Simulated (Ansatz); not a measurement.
Species: C2H5F2Ge (charge 0, doublet). It need not be the lowest isomer of its formula. SMILES: [CH2][Ge]([CH3])([F])[F]
Structure (B3LYP-D3(BJ)/def2-TZVP (Ansatz, a program for electronic structure) minimum search):
```
Ge
F 1 1.7447
F 1 1.7483 2 103.46
C 1 1.9126 2 106.79 3 114.80
H 4 1.0822 1 120.90 2 -16.30
H 4 1.0824 5 117.01 1 178.35
C 1 1.9358 2 108.94 3 -113.92
H 7 1.0887 1 108.88 2 57.67
H 7 1.0890 8 109.45 1 120.32
H 7 1.0895 8 109.24 9 119.71
```
Charge 0, spin multiplicity 2.

Parts of the frozen-core correlation energy in cc-pVDZ (Ansatz, hartree). Frozen orbitals: 18; correlated occupied orbitals by spin: 16 and 15; virtual: 74 and 75. Open shells are spin-unrestricted. No spin-orbit coupling. Non-relativistic.

```csv
term,value
reference (HF),-2352.92207
MP2 opposite-spin,(withheld)
MP2 same-spin,-0.18301
CCSD correlation,(withheld)
(T),(withheld)
T1 diagnostic,0.012
largest doubles amplitude,0.030
<S^2> of the reference,0.761
```

Question: Some entries are withheld; supply them.

Answer: 
- MP2 opposite-spin, value: -0.54143
- CCSD correlation, value: -0.76614
- (T), value: -0.01602
